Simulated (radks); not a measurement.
Results of a calculation; reference values are marked as such.
Question: The palladium ion Pd+, configuration [Kr] 4d9. Code: a radial shooting solver on a logarithmic mesh with Libxc functionals. Model: scalar-relativistic Kohn-Sham, Slater X-alpha with alpha = 0.798, spin-polarised, spherical densities, point nucleus; open shells are filled with parallel spins first (spin-orbit coupling, left out, can overturn this in heavy ions). Some entries of the table are withheld. Estimate them.

orbital  occ.  eigenvalue (hartree)  <r> (bohr)
1s up       1             -890.2314     0.03185
1s down     1             -890.2313     0.03185
2s up       1             -130.7587      0.1382
2s down     1             -130.7511      0.1382
2p up       3             -117.4837      0.1204
2p down     3             -117.4778      0.1204
3s up       1             -24.02026      0.3785
3s down     1             -24.01483      0.3785
3p up       3             -19.63680      0.3774
3p down     3             -19.63090      0.3774
3d up       5                   (1)      0.3557
3d down     5                   (2)      0.3556
4s up       1              -3.62564      0.9402
4s down     1              -3.59211      0.9395
4p up       3              -2.36398       1.033
4p down     3              -2.32934       1.032
4d up       5                   (3)         (4)
4d down     4                   (5)         (6)

Answer: 
(1) 3d up eigenvalue (hartree): -12.64206
(2) 3d down eigenvalue (hartree): -12.63427
(3) 4d up eigenvalue (hartree): -0.58549
(4) 4d up <r> (bohr): 1.424
(5) 4d down eigenvalue (hartree): -0.55232
(6) 4d down <r> (bohr): 1.435
